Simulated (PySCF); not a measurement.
C2H6FNSe.

```xyz
11

Se    -0.7660    -0.4103     0.0000
F     -1.3319     1.2938     0.0000
N      0.9906    -0.2215     0.0000
C      1.6672     0.1814    -1.2261
C      1.6672     0.1814     1.2261
H      1.7127     1.2815    -1.3287
H      2.6980    -0.2110    -1.2243
H      1.1346    -0.2306    -2.0936
H      2.6980    -0.2110     1.2243
H      1.7127     1.2815     1.3287
H      1.1346    -0.2306     2.0936
```

Coordinates come from a ωB97X-D3(BJ)/def2-SVP optimisation. This is a generated structure with no PubChem entry under its InChIKey; it may be hypothetical. Other conformers were not sampled.

All values below come from PBE/pcSseg-1 (PySCF). Non-relativistic, no solvent.

Computed absolute GIAO shielding of each atom: isotropic value and principal components (ppm):
```tsv
atom	σ(iso)	σ11	σ22	σ33	span
Se1	-508.4	-1937.2	161.9	250.1	2187.3
F2	422.0	127.6	286.0	852.4	724.8
N3	126.8	34.5	163.9	182.1	147.6
C4	124.6	81.1	114.0	178.7	97.7
C5	124.6	81.1	114.0	178.7	97.7
H6	27.4	23.8	25.7	32.7	8.9
H7	28.0	24.2	25.7	34.0	9.7
H8	27.7	24.0	26.4	32.8	8.8
H9	28.0	24.2	25.7	34.0	9.7
H10	27.4	23.8	25.7	32.7	8.9
H11	27.7	24.0	26.4	32.8	8.8
```
